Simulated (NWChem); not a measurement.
## Atomisation of silylarsine (H$_{5}$AsSi)

```
Si
H 1 1.5049
H 1 1.5049 2 108.58
H 1 1.5050 2 108.89 3 118.43
As 1 2.3938 2 108.24 3 -117.29
H 5 1.5412 1 91.46 2 -75.50
H 5 1.5412 6 91.45 1 91.50
```
Charge 0, spin multiplicity 1.

The numbers come from NWChem runs, not from measurements. All single points use one geometry, from PBE/def2-SVP, a minimum by its harmonic frequencies.

Basis set: def2-TZVP. The atomisation energy is electronic alone: no zero-point, thermal, spin-orbit or counterpoise terms. No value is extrapolated to the basis-set limit. Free atoms are single determinants with multiplicities Si 3, As 4, H 2. Correlated methods freeze the same cores in atoms and molecule, 14 orbitals in all.

The Hamiltonian is non-relativistic. The stability of the SCF solutions was not checked. Open-shell Hartree-Fock references start from PBE0 orbitals.

Question: One of these methods gave an atomisation energy of 436.0 kcal/mol. Which?
A) BHandHLYP
B) MP2
C) r2SCAN
D) PBE0

Answer: C, r2SCAN. The others give 427.8 (PBE0), 430.0 (BHandHLYP), 405.2 (MP2).
